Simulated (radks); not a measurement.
The numbers below are computed, except where a source is named.
Removal energies from the zinc ion Zn8+, [Ar] 3d4, by Delta-SCF beside the eigenvalue of the level emptied. Code: a radial shooting solver on a logarithmic mesh with Libxc functionals. Model: non-relativistic Kohn-Sham, PBE, spin-polarised, spherical densities, point nucleus. Open shells are filled with parallel spins first.

| removed from | final configuration | Delta-SCF (eV) | -eigenvalue (eV) |
|---|---|---|---|
| 3d | [Ar] 3d3 | 206.01 | 189.84 |
| 3p | [Ne] 3s2 3p5 3d4 | 272.44 | 257.24 |
| 3s | [Ne] 3s1 3p6 3d4 | 316.30 | 301.08 |
| 2p | [He] 2s2 2p5 3s2 3p6 3d4 | 1239.1 | 1197.0 |
